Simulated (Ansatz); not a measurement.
Diatomic MgSi+, multiplicity 4 (an upper state: multiplicity 2 came lower at CCSD(T)/def2-TZVPP on PBE0 minima).

Seven points along R, fitted to fifth degree in 1/R; most abundant isotopes. In def2 and cc sets the state is the lowest found near the PBE0 minimum, followed along R.

The values were computed with Ansatz (Gaussian basis) for Hartree–Fock, density functionals and correlated methods. 

```csv
level,r_e (Å),ω_e (cm⁻¹),α_e (cm⁻¹),B_e (cm⁻¹)
PBE/def2-TZVPP,2.464,345,0.0019,0.215
PBE0/def2-TZVPP,2.446,355,0.0020,0.218
wB97X-V/def2-TZVPP,2.438,351,0.0024,0.220
CCSD/def2-TZVPP,2.459,343,0.0023,0.216
CCSD(T)/def2-TZVPP,2.458,350,0.0021,0.216
```

Correlated levels freeze the inner cores; with def2 sets outer-core shells near the valence are correlated too.

Ansatz is a quantum-chemistry and plane-wave program.
